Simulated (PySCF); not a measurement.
## Deuteron quadrupole couplings in `Cc1cc(C=O)c(C)pc1C`

Compound: C₉H₁₁OP.
Geometry (GFN2-xTB, Å), atoms numbered from 1 in this order:
```
atom  x, y, z in Å
C1    -2.4203    1.3261   -0.2388
C2    -1.1430    0.5429   -0.1660
C3     0.0580    1.2284   -0.1102
C4     1.3249    0.6451   -0.0339
C5     2.4554    1.5864    0.0176
O6     2.3492    2.7887    0.0070
C7     1.5253   -0.7360   -0.0042
C8     2.8980   -1.3439    0.0817
P9     0.2134   -1.8832   -0.0649
C10   -1.1901   -0.8492   -0.1551
C11   -2.5113   -1.5567   -0.2182
H12   -2.2180    2.3936   -0.2286
H13   -2.9671    1.0847   -1.1497
H14   -3.0640    1.0865    0.6068
H15    0.0419    2.3102   -0.1247
H16    3.4548    1.1202    0.0701
H17    3.5108   -1.0559   -0.7724
H18    2.8185   -2.4306    0.0917
H19    3.4101   -1.0336    0.9923
H20   -2.3673   -2.6359   -0.2178
H21   -3.1334   -1.2888    0.6361
H22   -3.0561   -1.2794   -1.1206
```

Level: PBE0/pcSseg-1 (PySCF, non-relativistic); Q(2H) = 0.00286 b; rigid geometry, the same for H and D, with no vibrational averaging.

Q: Give the electric field gradient Vzz (the principal value of largest size), its asymmetry and the 2H coupling at each hydrogen.

A: 
```csv
atom,bonded to,bond length (Å),Vzz (au),η,χzz (kHz)
H12,C1,1.087,0.3136,0.04,211
H13,C1,1.089,0.3106,0.03,209
H14,C1,1.089,0.3107,0.03,209
H15,C3,1.082,0.3121,0.05,210
H16,C5,1.104,0.2743,0.02,184
H17,C8,1.090,0.3091,0.02,208
H18,C8,1.090,0.3052,0.05,205
H19,C8,1.090,0.3092,0.02,208
H20,C11,1.089,0.3074,0.04,207
H21,C11,1.090,0.3096,0.02,208
H22,C11,1.090,0.3101,0.02,208
```

Q: How does χzz go with the bond length over the 11 C–H bonds?

A: A straight-line fit has a slope of -12.9 kHz for each 0.01 Å, with a correlation coefficient of -0.92, over lengths from 1.082 to 1.104 Å. The longer bonds have the smaller couplings here.

The structure is a single GFN2-xTB conformer in the gas phase; no vibrational or solvent corrections. GFN2-xTB bond lengths can be off by several hundredths of an ångström, more for odd bonds, and the gradients follow them. A larger basis could move these couplings by a tenth or more.
